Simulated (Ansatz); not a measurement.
Sn₂O₆H₄. Charge 0, multiplicity 1. Geometry r2SCAN-D4/def2-SVP; atoms count from 1.

Cartesian coordinates in Å:
```
Sn -0.699 -1.626 1.111
Sn 0.990 0.652 -1.523
O -0.130 -1.907 -1.690
O 0.397 -0.510 2.341
O 0.683 -1.331 -0.604
O -1.444 0.415 0.112
O 0.861 1.433 0.415
O -1.158 0.499 -1.318
H -0.837 -1.204 -1.750
H 0.827 0.230 1.866
H 1.251 2.307 0.558
H -0.741 1.043 0.482
```

In the def2 sets Sn takes a core potential; there is no spin–orbit coupling. The structure holds 2 bonds between oxygen atoms, so isomers without such links may lie far lower. The structure comes from a short search, and lower isomers may exist.

Q: Estimate the Mulliken populations from the PBE0/def2-TZVP orbitals of Ansatz.

A: 
```
atom  charge (e)
 Sn1        0.82
 Sn2        0.82
  O3       -0.30
  O4       -0.70
  O5       -0.44
  O6       -0.31
  O7       -0.83
  O8       -0.46
  H9        0.35
 H10        0.34
 H11        0.33
 H12        0.37
```
Mulliken values depend strongly on the basis.

Q: And the Mayer bond orders between heavy atoms (over 0.3)?

A: Sn1–O4 0.98 (1.99 Å); Sn1–O5 0.41 (2.22 Å); Sn1–O6 0.32 (2.39 Å); Sn2–O5 0.45 (2.21 Å); Sn2–O7 0.64 (2.09 Å); Sn2–O8 0.62 (2.16 Å); O3–O5 0.84 (1.47 Å); O6–O8 0.84 (1.46 Å).
